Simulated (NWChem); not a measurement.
System: KF; SMILES [K][F]

```xyz
2

K      0.0000     0.0000    -0.7084
F      0.0000     0.0000     1.4306
```
Atoms are numbered in this order, from 1.

Coordinates come from a PBE0/def2-SVP optimisation.

Q: List the 4 lowest vertical singlet excitations from PBE0/def2-SVPD, TDA (NWChem).

A: 
| state | energy (eV) | oscillator strength | leading excitation (squared amplitude) |
|---|---|---|---|
| S1 | 4.53 | 0.006 | HOMO−1 → LUMO (0.98) |
| S2 | 4.53 | 0.006 | HOMO−2 → LUMO (0.98) |
| S3 | 4.54 | 0.036 | HOMO → LUMO (0.98) |
| S4 | 5.93 | 0.003 | HOMO → LUMO+1 (0.99) |
